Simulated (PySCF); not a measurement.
```xyz
3
charge -1 multiplicity 1, angstrom
Ir    0.0000    0.0000    0.0000
O     0.0000    0.0000    1.7070
O     0.0000    0.0000   -1.7070
```

Level of theory: PBE0 in PySCF with Ir def2-TZVPD with ECP60, O def2-TZVPD; scalar-relativistic core potentials, no spin–orbit coupling; density-fitted integrals.

This geometry of IrO₂⁻ is a stationary point at this level.

**Question.** What is the point group?

**Answer.** D∞h.

**Question.** Is it a minimum?

**Answer.** Yes: all harmonic wavenumbers are real.

**Question.** Which band is strongest in the infrared?

**Answer.** 978 cm⁻¹ (σu+), 423 km/mol.

**Question.** What are the dipole moment and the gap between the highest occupied and lowest empty levels?

**Answer.** 0.00 D about the centre of mass and 4.40 eV.

**Question.** Give the atomic charges and bond orders.

**Answer.** 
```tsv
atom	Mulliken	Löwdin	polar tensor	Mayer order to Ir1
Ir1	-0.16	0.78	0.36	–
O2,3	-0.42	-0.89	-0.68	1.31
```
Other Mayer orders above 0.3: O–O 0.38.

Only a few start shapes were tried, so a lower isomer may exist. The lowest empty level of this anion is unbound, so it and the gap depend on the basis. With an element this heavy the missing spin–orbit coupling can shift these numbers.
